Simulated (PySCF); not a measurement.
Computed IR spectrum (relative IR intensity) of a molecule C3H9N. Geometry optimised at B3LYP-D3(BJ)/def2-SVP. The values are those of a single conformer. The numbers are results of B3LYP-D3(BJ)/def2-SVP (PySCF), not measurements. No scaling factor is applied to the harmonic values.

ν (cm⁻¹): 227 (w), 298 (m), 409 (w), 479 (w), 828 (w), 841 (vs), 1160 (w), 1201 (w), 1375 (w), 1402 (m), 1411 (w), 1468 (w), 1484 (vw), 1634 (m), 2907 (s), 3022 (m), 3026 (vw), 3100 (s), 3121 (m) (against the strongest line: vs over 80 %, s over 45 %, m over 15 %, w over 4 %, vw less)

**Question.** Which structure fits?
A. CC(C)N
B. CCCN
C. CN(C)C
D. CCNC

**Answer.** A, CC(C)N
